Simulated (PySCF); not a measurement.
## Hafnium: a sound run and one with changed settings

Sound run: Hf⁺ [Xe] 4f14 5d1 6s2, Hf²⁺ [Xe] 4f14 5d2. Calculation: PySCF 2.14, in def2-SVP with the def2 core potential (60 electrons) (6s3p2d1f, 32 functions); a scalar-relativistic core potential. The sound run starts from symmetry-adapted Hartree-Fock orbitals and uses a fine grid where one is needed.

Changed run: radial step 1.2 in ln r (0.13 in the sound run). This setting is unsound on purpose.

```csv
species,method,sound run (hartree),changed run (hartree),converged
Hf⁺,UHF,n/a,-47.13217,no
Hf⁺,B3LYP,-47.62580,-45.95500,yes
Hf⁺,PBE,-47.61763,-45.70747,yes
Hf²⁺,UHF,-46.66934,-46.66934,yes
Hf²⁺,B3LYP,-47.08774,-45.23189,yes
Hf²⁺,PBE,-47.08016,-44.86871,yes
```

Ionisation energy of Hf⁺:

```json
{"method": "B3LYP", "changed run (eV)": "19.677", "NIST (eV)": "14.61 ± 0.04"}
{"method": "PBE", "changed run (eV)": "22.824", "NIST (eV)": "14.61 ± 0.04"}
```

A coarse radial grid mis-integrates the density and the exchange-correlation energy, with errors of either sign; Hartree-Fock needs no grid.
